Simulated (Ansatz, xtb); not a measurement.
# CH5GaSn: where a starting geometry ends

The starting geometry of this gas-phase singlet was built from a drawn formula by distance geometry; its bonds are those of `[CH2]=[SnH][GaH2]`.

```yaml
atoms:
  - { symbol: C, position_ang: [-1.3936, -1.1193, 1.2981] }
  - { symbol: Ga, position_ang: [1.5504, 1.1225, 1.4309] }
  - { symbol: Sn, position_ang: [-0.9322, 0.7289, 1.2945] }
  - { symbol: H, position_ang: [-2.4455, -1.3596, 1.2090] }
  - { symbol: H, position_ang: [-0.6306, -1.9119, 1.3131] }
  - { symbol: H, position_ang: [-2.1144, 1.9774, 0.7400] }
  - { symbol: H, position_ang: [1.9890, 2.2217, 2.5804] }
  - { symbol: H, position_ang: [2.2840, 0.1779, 0.6864] }
```

Q: Predict what it relaxes into with r2SCAN-D4/def2-SVP.

A: It keeps its bonds, and is `[CH2]=[SnH][GaH2]`. Distances that change by over a tenth: Ga2–H8 (1.41 → 1.56 Å).

The energy falls by 0.75 eV over 11 steps:

```json
{"step": "1", "E − E(last) (eV)": "0.750"}
{"step": "2", "E − E(last) (eV)": "0.250"}
{"step": "3", "E − E(last) (eV)": "0.159"}
{"step": "4", "E − E(last) (eV)": "0.079"}
{"step": "5", "E − E(last) (eV)": "0.032"}
{"step": "7", "E − E(last) (eV)": "0.005"}
{"step": "8", "E − E(last) (eV)": "0.002"}
{"step": "9", "E − E(last) (eV)": "0.000"}
{"step": "10", "E − E(last) (eV)": "0.000"}
{"step": "11", "E − E(last) (eV)": "0.000"}
```

Final geometry (Å):

```xyz
8

C    -1.5491   -1.1759    1.0811
Ga    1.6209    1.2125    1.5327
Sn   -0.8873    0.6884    1.3371
H    -2.6133   -1.4230    0.9964
H    -0.8550   -2.0210    1.0174
H    -2.1347    1.8633    1.4114
H     2.1091    2.6818    1.7431
H     2.6164    0.0115    1.4332
```

From the same start GFN2-xTB ends elsewhere, at `[GaH2][CH2][SnH]`.

The end wasn't checked by frequencies. Atoms past krypton carry core potentials, without spin–orbit terms. Run with Ansatz 0.2.0, 18 s on 2 threads of Intel(R) Xeon(R) 6975P-C (Granite Rapids), on a shared host.
